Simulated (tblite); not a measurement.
Record of a relaxation.

Compound: C₃H₁₁BrO₂Si₂.
Atom-mapped SMILES: `[CH3:1][CH2:2][O:3][Si@@H:4]([Br:5])[CH2:6][O:7][SiH3:8]` (hydrogens: H9, H10, H11 on C1; H12, H13 on C2; H14 on Si4; H15, H16 on C6; H17, H18, H19 on Si8)

Computed with GFN2-xTB (tblite), gas phase: L-BFGS steps from a force-field or distance-geometry start until the largest atomic force falls under 0.01 eV/Å. 7 of its 179 geometries are shown.

Step 0: E = -757.1716 eV, largest atomic force 2.789 eV/Å
```
atom  x, y, z in Å  |  force x, y, z in eV/Å
C1     -3.742    0.178   -0.194   -0.707   0.266  -0.905
C2     -2.469   -0.468    0.272   -0.272   0.287   1.330
O3     -1.374    0.145   -0.352    1.992  -1.778   0.807
Si4     0.015   -0.648    0.234   -1.391   0.327   0.082
Br5    -0.033   -2.829   -0.397    0.049   0.876   0.203
C6      1.601    0.194   -0.235   -0.729   0.821  -0.363
O7      2.443    0.058    0.878    1.492   1.026  -0.697
Si8     3.942    0.798    0.577   -0.057  -0.632   0.975
H9     -3.496    1.217   -0.545   -0.356  -0.988   0.299
H10    -4.461    0.242    0.647    0.267  -0.124  -0.791
H11    -4.141   -0.426   -1.055    0.059   0.864   0.852
H12    -2.377   -0.283    1.378   -0.042  -0.200  -0.616
H13    -2.463   -1.566    0.154   -0.128   0.426  -0.206
H14    -0.067   -0.643    1.715    0.063  -0.175  -0.444
H15     1.423    1.282   -0.467    0.178  -0.946   0.053
H16     2.017   -0.283   -1.110    0.334   0.062  -0.317
H17     3.867    1.810   -0.464   -0.189   0.098  -0.138
H18     4.376    1.439    1.827   -0.296  -0.206  -0.116
H19     4.928   -0.209    0.160   -0.268  -0.004  -0.010
```

Step 30: E = -758.0356 eV, largest atomic force 0.180 eV/Å
```
atom  x, y, z in Å  |  force x, y, z in eV/Å
C1     -3.668    0.242   -0.290   -0.040   0.061  -0.009
C2     -2.616   -0.546    0.468    0.059  -0.016   0.005
O3     -1.337   -0.144    0.041    0.123   0.127  -0.035
Si4     0.106   -0.717    0.451    0.024  -0.027  -0.006
Br5     0.182   -2.818   -0.245   -0.002  -0.048   0.067
C6      1.460    0.259   -0.440    0.004   0.012   0.036
O7      2.428    0.447    0.569    0.024   0.088  -0.056
Si8     4.003    0.841    0.542   -0.038   0.026  -0.003
H9     -3.335    1.271   -0.386    0.027   0.078  -0.020
H10    -4.609    0.242    0.249   -0.056  -0.110   0.015
H11    -3.825   -0.167   -1.284    0.041   0.007   0.006
H12    -2.689   -0.368    1.545   -0.036   0.056   0.037
H13    -2.721   -1.620    0.299   -0.054  -0.114  -0.027
H14     0.347   -0.748    1.887   -0.013  -0.059  -0.053
H15     1.112    1.229   -0.807    0.053   0.002   0.034
H16     1.891   -0.273   -1.293    0.004  -0.005   0.056
H17     4.282    2.003   -0.309   -0.061  -0.033  -0.026
H18     4.158    1.158    1.955    0.010  -0.068  -0.021
H19     4.820   -0.283    0.072   -0.070   0.023   0.000
```

Step 59: E = -758.0865 eV, largest atomic force 0.073 eV/Å
```
atom  x, y, z in Å  |  force x, y, z in eV/Å
C1     -3.620    0.259   -0.328    0.033  -0.024   0.011
C2     -2.591   -0.508    0.482    0.008  -0.020  -0.006
O3     -1.292   -0.108    0.111   -0.031   0.018   0.064
Si4     0.124   -0.748    0.518    0.004   0.017  -0.027
Br5     0.140   -2.859   -0.164   -0.019   0.024   0.016
C6      1.446    0.251   -0.387    0.027   0.013   0.025
O7      2.363    0.612    0.620    0.025   0.008   0.018
Si8     3.960    0.870    0.493    0.025  -0.032  -0.008
H9     -3.464    1.329   -0.217    0.007   0.008   0.022
H10    -4.615    0.005    0.027   -0.005   0.001  -0.053
H11    -3.530    0.001   -1.379   -0.033   0.008  -0.029
H12    -2.728   -0.316    1.552    0.036  -0.020  -0.016
H13    -2.692   -1.586    0.307   -0.019  -0.001   0.029
H14     0.385   -0.824    1.945   -0.025  -0.013   0.010
H15     1.043    1.158   -0.846    0.007  -0.012  -0.025
H16     1.954   -0.320   -1.168   -0.027   0.010  -0.017
H17     4.257    2.045   -0.333   -0.015  -0.030   0.006
H18     4.260    1.057    1.905   -0.010  -0.008  -0.038
H19     4.591   -0.308   -0.115    0.011   0.055   0.018
```

Step 89: E = -758.0987 eV, largest atomic force 0.014 eV/Å
```
atom  x, y, z in Å  |  force x, y, z in eV/Å
C1     -3.607    0.251   -0.364   -0.005   0.005  -0.005
C2     -2.608   -0.507    0.492   -0.005   0.000   0.001
O3     -1.307   -0.030    0.240    0.004  -0.008   0.003
Si4     0.105   -0.711    0.593    0.010   0.007   0.004
Br5     0.009   -2.809   -0.119    0.009  -0.011   0.001
C6      1.448    0.235   -0.339    0.000   0.003  -0.002
O7      2.417    0.539    0.637    0.000  -0.009  -0.005
Si8     3.995    0.865    0.441   -0.006  -0.001   0.002
H9     -3.571    1.312   -0.133    0.006  -0.002   0.001
H10    -4.607   -0.124   -0.169   -0.006   0.007  -0.007
H11    -3.375    0.115   -1.417    0.004  -0.006   0.004
H12    -2.829   -0.372    1.556    0.001   0.000   0.002
H13    -2.648   -1.580    0.268   -0.009   0.001  -0.003
H14     0.389   -0.829    2.014   -0.007   0.008  -0.002
H15     1.078    1.162   -0.785    0.000  -0.001   0.011
H16     1.897   -0.356   -1.143    0.003   0.008   0.008
H17     4.197    2.054   -0.391   -0.006   0.002  -0.006
H18     4.339    1.061    1.839    0.006  -0.006   0.000
H19     4.669   -0.268   -0.197    0.000   0.004  -0.006
```

Step 119: E = -758.1046 eV, largest atomic force 0.025 eV/Å
```
atom  x, y, z in Å  |  force x, y, z in eV/Å
C1     -3.569    0.269   -0.425   -0.001   0.008  -0.001
C2     -2.628   -0.528    0.459   -0.011  -0.008   0.007
O3     -1.310   -0.081    0.258   -0.005  -0.003  -0.004
Si4     0.094   -0.724    0.698   -0.002   0.002   0.002
Br5     0.101   -2.849    0.071   -0.018  -0.008   0.001
C6      1.420    0.233   -0.244    0.010   0.009   0.007
O7      2.478    0.397    0.672    0.009   0.008  -0.013
Si8     4.007    0.850    0.366    0.002   0.013  -0.018
H9     -3.514    1.325   -0.170   -0.011  -0.008  -0.005
H10    -4.587   -0.082   -0.285    0.003   0.010  -0.014
H11    -3.288    0.148   -1.469   -0.018  -0.012   0.012
H12    -2.887   -0.399    1.516    0.003   0.006   0.012
H13    -2.687   -1.597    0.224    0.012  -0.013  -0.017
H14     0.316   -0.776    2.133    0.012   0.013   0.001
H15     1.062    1.214   -0.567    0.018  -0.007  -0.006
H16     1.772   -0.293   -1.137    0.007   0.011   0.019
H17     4.041    2.110   -0.383   -0.003   0.002   0.021
H18     4.476    0.962    1.736   -0.001  -0.013   0.001
H19     4.694   -0.169   -0.430   -0.006  -0.012  -0.007
```

Step 148: E = -758.1113 eV, largest atomic force 0.033 eV/Å
```
atom  x, y, z in Å  |  force x, y, z in eV/Å
C1     -3.566    0.245   -0.474   -0.013   0.005   0.003
C2     -2.636   -0.551    0.423    0.003  -0.003   0.003
O3     -1.324   -0.069    0.272    0.013  -0.012  -0.013
Si4     0.080   -0.668    0.775    0.010   0.013   0.010
Br5     0.113   -2.825    0.274    0.000  -0.001   0.000
C6      1.421    0.249   -0.186    0.001   0.003  -0.013
O7      2.522    0.326    0.688   -0.002  -0.008  -0.003
Si8     4.025    0.824    0.320   -0.020   0.021   0.015
H9     -3.472    1.304   -0.248   -0.019   0.012  -0.013
H10    -4.594   -0.065   -0.307   -0.001  -0.012  -0.008
H11    -3.311    0.085   -1.518    0.007   0.007   0.013
H12    -2.932   -0.449    1.473    0.014   0.005   0.003
H13    -2.661   -1.615    0.162   -0.005  -0.012   0.011
H14     0.279   -0.628    2.214   -0.005   0.000  -0.001
H15     1.102    1.255   -0.472    0.014   0.005   0.012
H16     1.715   -0.266   -1.106   -0.011  -0.006  -0.008
H17     3.991    2.196   -0.196    0.016   0.005  -0.002
H18     4.629    0.704    1.635   -0.011  -0.016   0.000
H19     4.610   -0.042   -0.706    0.010  -0.005  -0.008
```

Step 178: E = -758.1209 eV, largest atomic force 0.010 eV/Å
```
atom  x, y, z in Å  |  force x, y, z in eV/Å
C1     -3.622    0.164   -0.500   -0.001  -0.004  -0.004
C2     -2.635   -0.538    0.415   -0.002  -0.002   0.001
O3     -1.339   -0.048    0.173   -0.004  -0.005   0.003
Si4     0.068   -0.542    0.773   -0.005   0.000   0.002
Br5     0.191   -2.736    0.521   -0.001   0.009  -0.003
C6      1.429    0.296   -0.224    0.000   0.003   0.005
O7      2.569    0.161    0.591   -0.004   0.000  -0.003
Si8     4.064    0.738    0.322   -0.004  -0.005   0.002
H9     -3.611    1.234   -0.310   -0.001   0.000  -0.004
H10    -4.622   -0.221   -0.323   -0.004   0.001   0.005
H11    -3.353   -0.009   -1.538    0.005  -0.002  -0.006
H12    -2.890   -0.362    1.466    0.007   0.004   0.002
H13    -2.645   -1.620    0.239    0.000  -0.001   0.000
H14     0.214   -0.336    2.206    0.006  -0.003   0.002
H15     1.221    1.353   -0.409    0.001   0.000   0.004
H16     1.611   -0.171   -1.196    0.004   0.005   0.005
H17     4.026    2.200    0.213    0.003   0.001  -0.001
H18     4.704    0.247    1.529   -0.003   0.001  -0.001
H19     4.612    0.197   -0.924    0.005  -0.003  -0.006
```

Problem. Summarise the path.

Solution. The energy falls by 91.60 kJ/mol from step 0 to step 178; nine tenths of that is first reached at step 28. It falls at every step. The largest force goes from 2.789 to 0.010 eV/Å. Among the bonds O3–Si4 changes most, from 1.703 to 1.607 Å; the atoms move by 0.682 Å rms after alignment.

What follows is the cost of the whole relaxation. Hardware: one thread, Arm Neoverse V1 (aarch64), shared host with 32 logical CPUs at a one-minute load of 29. Cost: 2.0 s wall.
